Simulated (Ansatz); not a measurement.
C2H5BSeSi (`C#CB[SiH2][SeH]`). The species carries charge 0 and has multiplicity 1.

```xyz
10

C     0.6569    2.0960    1.3154
C     0.0329    1.1267    0.9551
B    -0.7603   -0.0737    0.4663
Si   -0.6175   -0.7039   -1.3831
Se    0.5944   -1.9007    0.2763
H     1.1971    2.9525    1.6450
H    -1.6999   -0.5037    1.0694
H    -1.5682   -1.6710   -1.9833
H     0.3610   -0.2171   -2.3851
H     1.8036   -1.1051    0.0241
```

Task: List the harmonic frequencies (cm⁻¹, unscaled) at PBE0-D4/def2-TZVP in Ansatz. (Estimate.)

Result: Computed: 108, 120, 187, 320, 350, 370, 454, 501, 549, 638, 661, 663, 694, 715, 835, 887, 937, 1069, 2169, 2235, 2257, 2445, 2611, 3473.

Task: Is this a minimum?

Result: Yes, all 24 modes are real.

Task: Give the ideal-gas thermochemistry at 298.15 K and 1 bar (rigid rotor, harmonic oscillator; point group C1, symmetry number 1).

Result: Zero-point energy 151.0 kJ/mol; H(298) − E = 173.0 kJ/mol; entropy 357.6 J/(mol·K), of which translation 171.1, rotation 117.8, vibration 68.7; G(298) − E = 66.4 kJ/mol.

Task: And at 400, 500, 600, 800 and 1000 K?

Result: 
| T (K) | H − E (kJ/mol) | S (J/mol/K) | G − E (kJ/mol) |
| --- | --- | --- | --- |
| 400 | 186.2 | 395.6 | 28.0 |
| 500 | 200.9 | 428.4 | -13.3 |
| 600 | 216.9 | 457.4 | -57.6 |
| 800 | 251.5 | 507.1 | -154.2 |
| 1000 | 288.9 | 548.8 | -259.9 |

Task: Rotational constants (cm⁻¹)?

Result: 0.1173, 0.05684, 0.04189.
